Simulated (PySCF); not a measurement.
**Successive ionisation energies of scandium**

Calculated with PySCF 2.14, two-component X2C-1e (Gaussian nucleus, no Breit or QED terms), each ion in its own even-tempered basis; GMP2 freezes the deep shells of the larger ions and drops the highest virtual spinors; eV.

```csv
ion,configuration,GHF (spin-free),GHF (screened spin-orbit),NIST,kind
Sc¹⁵⁺,[He] 2s2 2p2,1009.6,1008.4,1008.6 ± 0.4,semi-empirical
Sc¹⁶⁺,[He] 2s2 2p1,1091.3,1095.3,1093.5 ± 0.4,semi-empirical
Sc¹⁷⁺,[He] 2s2,1207.2,1207.2,1213.1 ± 0.4,semi-empirical
Sc¹⁸⁺,[He] 2s1,1288.1,1288.1,1288.0,theoretical
Sc¹⁹⁺,1s2,5676.9,5676.9,5674.9,theoretical
Sc²⁰⁺,1s1,6035.7,6035.7,6033.8,theoretical
```

Where is the largest relative jump?

From Sc¹⁸⁺ to Sc¹⁹⁺: 1288.1 to 5676.9 eV, where the electron removed from 1s2 comes from a deeper shell or subshell.
